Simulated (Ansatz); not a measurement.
C₆H₆, triplet, at a GFN2-xTB geometry (a higher spin typed on purpose: for a closed-shell molecule this is an excited state); SVWN5/6-31G* (Ansatz, a program for electronic structure).

Input for Ansatz:
Ansatz 0.2 input:
```yaml
crystal:
  periodic: [false, false, false]
  atoms:
    - {symbol: C, position_ang: [-0.84506378, 1.12846096, 0.22175988]}
    - {symbol: C, position_ang: [-1.39443514, -0.06865515, -0.09830087]}
    - {symbol: C, position_ang: [-0.57097837, -1.20700359, -0.30573960]}
    - {symbol: C, position_ang: [0.82993445, -1.12351932, -0.08797213]}
    - {symbol: C, position_ang: [1.40682046, 0.06054851, 0.23221639]}
    - {symbol: C, position_ang: [0.60278941, 1.27193957, 0.08684995]}
    - {symbol: H, position_ang: [-1.44888616, 1.98096673, 0.49236662]}
    - {symbol: H, position_ang: [-2.46819299, -0.19836118, -0.08793953]}
    - {symbol: H, position_ang: [-1.03058254, -2.17716369, -0.40813274]}
    - {symbol: H, position_ang: [1.40885967, -2.03697827, -0.06993663]}
    - {symbol: H, position_ang: [2.44694749, 0.13344312, 0.51045673]}
    - {symbol: H, position_ang: [0.91745239, 1.92746746, -0.72969618]}
basis:
  gaussian:
    orbitals: 6-31G*
hamiltonian:
  xc: {name: SVWN5}
magnetization: {spin_polarized: true, initial_magnetization: 2}
scf: {lower_state_search: full}
```

Predict the main parts of the log of this Ansatz run.


```
Functional definition: SVWN5
1242 factors; their error is unknown
mean field evaluation 1: about -6247.6136 eV, gradient 4.2e1 eV
mean field evaluation 2: about -6239.9004 eV, gradient 5.8e1 eV
mean field evaluation 4: about -6256.6397 eV, gradient 8.5e0 eV
mean field evaluation 8: about -6257.0444 eV, gradient 9.5e-2 eV
mean field evaluation 16: about -6256.9349 eV, gradient 6.3e-4 eV
mean field evaluation 32: about -6254.9725 eV, gradient 4.2e-3 eV
mean field evaluation 64: about -6257.0441 eV, gradient 2.2e-1 eV
mean field evaluation 96: about -6256.9349 eV, gradient 4.5e-5 eV
mean field evaluation 128: about -6255.9007 eV, gradient 1.4e1 eV
mean field evaluation 160: about -6256.9349 eV, gradient 2.3e-3 eV
mean field evaluation 192: about -6254.5978 eV, gradient 2.2e1 eV
mean field evaluation 224: about -6256.9349 eV, gradient 5.4e-2 eV
mean field -6256.93493679 eV, -229.9381178244 hartree, gradient 6.9e-5 eV, S^2 2.005324; 15 other end points of the search recorded, 0 dependent functions left out
reference -6256.93495934 eV, -229.9381186527 hartree; 22, 20 occupied and 80, 82 virtual orbitals, 1242 factors
Total energy: -6256.93495934 eV, -229.9381186527 hartree
```
